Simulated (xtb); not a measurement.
AlOCl, SMILES [O]=[Al][Cl]. All values are semi-empirical tight-binding results from xtb (GFN2-xTB unless named), good for trends rather than for accurate numbers. Geometry: GFN2-xTB.

For metal compounds this method's bond lengths and energies can be far off.

```yaml
point_group_as_xtb_finds_it: C∞v
orbital_gap: 3.65 eV
zero_point_energy: 3.1 kcal/mol
G − E(el) at 298.15 K (modified RRHO): -12.1 kcal/mol
```
